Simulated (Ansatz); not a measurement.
Geometry optimisation, RKS B3LYP-D4/def2-SVP (Ansatz).

Input:

```yaml
crystal:
  periodic: [false, false, false]
  atoms:
    - { symbol: B, position_ang: [-0.6, 0.9392, -0.0803] }
    - { symbol: O, position_ang: [0.4156, 0.4223, 0.7357] }
    - { symbol: B, position_ang: [0.6852, -0.8814, 0.1403] }
    - { symbol: F, position_ang: [0.132, -2.0563, 0.6523] }
    - { symbol: H, position_ang: [-0.3814, 1.6656, -1.0336] }
    - { symbol: H, position_ang: [-1.7804, 0.827, 0.2015] }
    - { symbol: H, position_ang: [1.5903, -0.9844, -0.6617] }
basis:
  gaussian: { orbitals: def2-SVP }
hamiltonian:
  xc: b3lyp
  dispersion: d4
relax:
  f_tol: 0.02
  max_steps: 50
```

Run as:

```bash
$ ansatz run input.yaml --threads 1 --pin off --max-ram 2048MiB --backend cpu --events-out ev --progress --plain --runs-dir out
```

Where does it end, and by what steps?

The forces met the threshold. The force dipped under the threshold on the way, but the program's further checks kept it going. After 17 steps the energy has fallen by 1.234 eV; O2 moved furthest, 1.06 Å.

```
step  energy less start (eV)  largest force component (eV/Å)  accepted
   0                  0.0000                           2.959       yes
   1                 -0.1701                           2.621       yes
   2                 -0.4179                           2.567       yes
   3                 -0.7927                           0.507       yes
   4                 -0.9405                           0.502       yes
   5                 -1.0577                           0.912       yes
   6                 -1.1637                           0.874       yes
   7                 -1.2043                           0.599       yes
   8                 -1.2001                           0.532        no
   9                 -1.2258                           0.182       yes
  10                 -1.2297                           0.069       yes
  11                 -1.2293                           0.131        no
  12                 -1.2313                           0.028       yes
  13                 -1.2330                           0.018       yes
  14                 -1.2322                           0.164        no
  15                 -1.2334                           0.071       yes
  16                 -1.2326                           0.146        no
  17                 -1.2337                           0.007       yes
```

```xyz
7
Properties=species:S:1:pos:R:3
B -0.730 0.987 -0.094
O -0.391 -0.210 0.463
B 0.672 -1.001 0.141
F 0.801 -2.138 0.796
H -0.060 1.451 -0.988
H -1.707 1.543 0.339
H 1.477 -0.700 -0.703
```

Whether the end is a true minimum wasn't checked by a vibrational analysis.

Run time: 52 s on 1 thread of Intel(R) Xeon(R) Processor @ 2.70GHz, with other jobs on the host, peak memory 0.15 GiB.
